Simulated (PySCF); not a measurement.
## NMR problem set

PySCF calculation with structure optimised with PBE0-D3(BJ)/def2-SVP, spin–spin couplings from B3LYP/pcJ-1 (spin–dipole term left out of most H,H and C,H couplings) and shieldings: GIAO PBE0/pcSseg-1; equivalent nuclei averaged, no relativistic terms, isolated molecule, one conformer.

δ = σ(ref) − σ, references computed at the same level: TMS for 1H (σ = 31.27 ppm) and 13C (σ = 184.41 ppm). Multiplet labels drop J under 1 Hz and among equivalent protons, and merge close values. Unscaled 3J(H,H) run several per cent high. Where no couplings were computed, multiplicities follow the n + 1 count of equivalent neighbours, and m marks all less simple cases (inequivalent or close neighbours, rings, F or P nearby). Shifts are as computed. Against solution values, carbons near 30 ppm lie about +2 ppm off and those near 130 ppm about +5 ppm. Of 1211 compounds with measured shifts, 218 miss one by over three times the rms of a fit or turn the order of signals round; such compounds aren't used in these exercises.

Problem. C₉H₁₃N. 1H NMR (300 MHz, computed): δ 7.29 (d, 1H), 7.22 (m, 1H), 7.05 (m, 1H), 6.89 (d, 1H), 2.54 (s, 6H), 2.33 (s, 3H). 13C{1H} NMR (computed): δ 156.8 (C), 136.5 (CH), 136.5 (C), 131.8 (CH), 127.2 (CH), 122.9 (CH), 43.0 (CH3), 20.2 (CH3). What is it?

Solution. SMILES Cc1ccccc1N(C)C. The formula gives 4 degrees of unsaturation (1 ring in the answer). 8 carbon signals for 9 carbons: some carbons are equivalent by symmetry or fast rotation. Carbon types of the structure: 2 × C, 4 × CH, 3 × CH3, which accounts for all hydrogens. δC 156.8: aromatic carbon bearing nitrogen; σ withdrawal by the attached heteroatom moves it downfield of the ring CH carbons. δC 136.5, 131.8, 127.2, 122.9: aromatic CH. δC 136.5: substituted aromatic carbon. δH 2.54: hydrogen on a methyl carbon bonded to N; its carbon carries N, hence the downfield position.

This is the structure that produced the data.

Problem. C₆H₁₂. 1H NMR (500 MHz, computed): δ 5.60 (m, 2H), 1.94 (m, 4H), 0.97 (m, 6H). 13C{1H} NMR (computed): δ 140.5, 30.8, 17.0. What is it?

Solution. `C(C)/C=C/CC`. The formula gives 1 degree of unsaturation (no ring in the answer). 3 carbon signals for 6 carbons: some carbons are equivalent by symmetry or fast rotation. Carbon types of the structure: 2 × CH, 2 × CH2, 2 × CH3, which accounts for all hydrogens. δC 140.5: alkene CH; an sp2 carbon of a C=C bond. δC 30.8: allylic sp3 CH2; saturated and bonded to C and H only. δH 5.60: hydrogen on an alkene CH; attached to an sp2 carbon and in the plane of the double bond. δH 1.94: hydrogen on an allylic sp3 CH2; allylic position.

The shifts were computed for this structure.

Problem. C₉H₁₃N. 1H NMR (500 MHz, computed): δ 7.61 (d, 2H), 7.43 (m, 2H), 7.34 (m, 1H), 3.25 (s, 2H), 2.11 (s, 6H). 13C{1H} NMR (computed): δ 146.1 (C), 133.9 (CH), 133.8 (CH), 132.7 (CH), 64.8 (CH2), 44.7 (CH3). What is it?

Solution. `c1cc(CN(C)C)ccc1`. Rings plus π bonds: 4 (1 ring in the answer). 6 carbon signals for 9 carbons: some carbons are equivalent by symmetry or fast rotation. Carbon types of the structure: 1 × C, 5 × CH, 1 × CH2, 2 × CH3, which accounts for all hydrogens. δC 146.1: substituted aromatic carbon. δC 133.9, 133.8, 132.7: aromatic CH; the aromatic region. δC 64.8: sp3 CH2 bonded to N, on an aromatic ring; the inductive effect lowers its shielding. δH 7.61, 7.43, 7.34: hydrogen on an aromatic CH; it sits in the deshielding region of the aromatic ring current.

This is the structure that produced the data.
